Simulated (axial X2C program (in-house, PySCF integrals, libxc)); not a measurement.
Bond lengths and stretching modes, held linear, of SeSH

Computed with an in-house all-electron X2C program for linear molecules (integrals from PySCF): two-component X2C with atomic mean-field Coulomb and Gaunt terms, Gaussian nuclei, basis Se dyall-v3z, S dyall-av3z, H dyall-v3z with contracted cores. Spin-free rows use the one-electron spin-free X2C Hamiltonian.

Masses Se 79.917, S 31.972, H 1.008 u. States: 2c Ω = 3/2 (beyond evenly filled blocks: ω = 3/2); spin-free M_S = 3/2, Λ = 0 (beyond evenly filled blocks: σα, π+α, π-α).

PBE0, 2c: energies above the lowest point

```json
{"r(Se–S) (Å)": "2.2191", "r(S–H) (Å)": "1.3796", "E (meV)": "28.42"}
{"r(Se–S) (Å)": "2.2191", "r(S–H) (Å)": "1.4150", "E (meV)": "10.95"}
{"r(Se–S) (Å)": "2.2191", "r(S–H) (Å)": "1.4504", "E (meV)": "11.53"}
{"r(Se–S) (Å)": "2.2760", "r(S–H) (Å)": "1.3796", "E (meV)": "8.85"}
{"r(Se–S) (Å)": "2.2760", "r(S–H) (Å)": "1.4150", "E (meV)": "0.00"}
{"r(Se–S) (Å)": "2.2760", "r(S–H) (Å)": "1.4504", "E (meV)": "9.99"}
{"r(Se–S) (Å)": "2.2760", "r(S–H) (Å)": "1.4858", "E (meV)": "34.56"}
{"r(Se–S) (Å)": "2.3329", "r(S–H) (Å)": "1.3796", "E (meV)": "13.61"}
{"r(Se–S) (Å)": "2.3329", "r(S–H) (Å)": "1.4150", "E (meV)": "12.49"}
{"r(Se–S) (Å)": "2.3329", "r(S–H) (Å)": "1.4504", "E (meV)": "30.87"}
{"r(Se–S) (Å)": "2.3898", "r(S–H) (Å)": "1.4150", "E (meV)": "42.36"}
{"r(Se–S) (Å)": "2.3898", "r(S–H) (Å)": "1.4858", "E (meV)": "109.55"}
```

Q: Fit a quadratic surface with cubic terms in each bond: where is the minimum, and what are the two stretching wavenumbers?

A: At PBE0, 2c: bonds 2.271 and 1.415 Å; harmonic stretches 270.9 and 2023.3 cm⁻¹; force constants 1.18, 2.39 and coupling 0.66 mdyn/Å.

The other levels and Hamiltonians give:

| Hamiltonian | level | r(Se–S) (Å) | r(S–H) (Å) | lower stretch (cm⁻¹) | upper stretch (cm⁻¹) |
| --- | --- | --- | --- | --- | --- |
| 2c | r2SCAN | 2.272 | 1.429 | 268.5 | 1920.4 |
| spin-free | PBE0 | 2.271 | 1.418 | 269.3 | 2012.2 |
| spin-free | r2SCAN | 2.269 | 1.430 | 268.7 | 1911.5 |

Each state is one determinant, the lowest of a limited PBE0 search; the stretches come from a fit to these few points and carry an uncertainty of a few per cent. Other orders of the atoms were not compared. Left out for rough or failed fits: HF 2c, MP2 2c, HF spin-free, MP2 spin-free. The molecule was held linear; bending was not examined, so a bent shape may lie lower. Hydrosulfides and their kin are strongly bent in nature, so this linear model does not describe the real molecule. Note: several unpaired electrons, one determinant need not be a pure state.
